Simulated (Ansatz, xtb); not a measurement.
**Relaxing a trial structure of CH3AlFO2**

The starting geometry of this gas-phase doublet was built from a drawn formula by distance geometry and a force field; its bonds are those of `O[C](F)[O][AlH2]`.

```yaml
atoms:
  - { symbol: C, position_ang: [1.2084, 0.7541, -1.5167] }
  - { symbol: Al, position_ang: [1.7770, -1.5689, -0.5344] }
  - { symbol: F, position_ang: [2.0830, 1.8295, -1.4418] }
  - { symbol: O, position_ang: [-0.0580, 1.2084, -1.8733] }
  - { symbol: O, position_ang: [1.1188, 0.1557, -0.2448] }
  - { symbol: H, position_ang: [-0.3785, 0.5725, -2.5805] }
  - { symbol: H, position_ang: [3.3429, -1.8878, -0.3714] }
  - { symbol: H, position_ang: [0.8068, -2.7080, -0.9483] }
```

Predict what it relaxes into with r2SCAN-D4/def2-SVP.

A new bond forms, giving a structure given below by its coordinates. Contacts that close: C1–Al2 (2.59 → 2.20 Å).

The energy falls by 0.79 eV over 13 steps:

```json
{"step": "1", "E − E(last) (eV)": "0.786"}
{"step": "2", "E − E(last) (eV)": "0.408"}
{"step": "4", "E − E(last) (eV)": "0.250"}
{"step": "5", "E − E(last) (eV)": "0.202"}
{"step": "6", "E − E(last) (eV)": "0.102"}
{"step": "8", "E − E(last) (eV)": "0.007"}
{"step": "9", "E − E(last) (eV)": "0.001"}
{"step": "10", "E − E(last) (eV)": "0.001"}
{"step": "12", "E − E(last) (eV)": "0.000"}
{"step": "13", "E − E(last) (eV)": "0.000"}
```

Final geometry (Å):

```yaml
atoms:
  - { symbol: C, position_ang: [1.2292, 0.6354, -1.3957] }
  - { symbol: Al, position_ang: [1.7816, -1.3925, -0.7319] }
  - { symbol: F, position_ang: [2.2116, 1.5456, -1.4599] }
  - { symbol: O, position_ang: [0.2347, 1.0066, -2.2224] }
  - { symbol: O, position_ang: [0.9455, 0.1454, -0.2043] }
  - { symbol: H, position_ang: [-0.5560, 0.5063, -1.9669] }
  - { symbol: H, position_ang: [3.2729, -1.5972, -0.2615] }
  - { symbol: H, position_ang: [0.7808, -2.4940, -1.2686] }
```

From the same start GFN2-xTB reaches the same bonding as this run.

The end wasn't checked by frequencies. Open shells are spin-unrestricted. Run with Ansatz 0.2.0, 41 s on 2 threads of Intel(R) Xeon(R) 6975P-C (Granite Rapids) (shared host).
